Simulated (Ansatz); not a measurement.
C5H6N, charge +1, singlet, geometry from GFN2-xTB, with bond 9-4 at 2.4 times its length; CASSCF(6,5)/STO-3G (Ansatz, a first-principles code).

Input for Ansatz:
Ansatz 0.2 input:
```yaml
crystal:
  periodic: [false, false, false]
  atoms:
    - {symbol: N, position_ang: [-0.00300257, -0.00278217, 1.30927041]}
    - {symbol: C, position_ang: [0.00324592, 0.00300766, -1.41538575]}
    - {symbol: C, position_ang: [0.00158461, 1.17076713, 0.66910507]}
    - {symbol: C, position_ang: [-0.00464209, -1.17360018, 0.66410906]}
    - {symbol: C, position_ang: [-0.00155375, -1.19967832, -0.71622101]}
    - {symbol: C, position_ang: [0.00482705, 1.20271135, -0.71110135]}
    - {symbol: H, position_ang: [0.00572175, 0.00530176, -2.49497163]}
    - {symbol: H, position_ang: [0.00261701, 2.07147618, 1.26547810]}
    - {symbol: H, position_ang: [-0.01366350, -3.34136524, 2.08617796]}
    - {symbol: H, position_ang: [-0.00287879, -2.14464987, -1.23615694]}
    - {symbol: H, position_ang: [0.00852759, 2.14988403, -1.22700500]}
    - {symbol: H, position_ang: [-0.00533904, -0.00494713, 2.32808872]}
basis:
  gaussian:
    orbitals: STO-3G
hamiltonian:
  xc: hf
total_charge: 1
magnetization: {spin_polarized: false}
correlation: {active_space: {window: {electrons: 6, orbitals: 5}}}
```

Q: Predict the main parts of the log of this Ansatz run.

A: 
```
Functional definition: HF
508 factors; integrals over basis functions are off by at most 4.2e-5 eV
mean field evaluation 1: about -6629.8327 eV, gradient 2.0e1 eV
mean field evaluation 2: about -6630.0871 eV, gradient 2.0e1 eV
mean field evaluation 4: about -6632.1562 eV, gradient 4.0e0 eV
mean field evaluation 8: about -6632.2324 eV, gradient 9.8e-5 eV
mean field evaluation 16: about -6628.4575 eV, gradient 8.2e-1 eV
mean field evaluation 32: about -6628.4191 eV, gradient 3.4e-4 eV
mean field -6632.22992615 eV, -243.7299542993 hartree, gradient 1.7e-6 eV, S^2 0.000000; 3 other end points of the search recorded, 0 dependent functions left out
reference -6632.22992615 eV, -243.7299542993 hartree; 21, 21 occupied and 15, 15 virtual orbitals, 508 factors
state -6637.31417546 eV, -243.9167970148 hartree
Total energy: -6637.31417546 eV, -243.9167970148 hartree
```
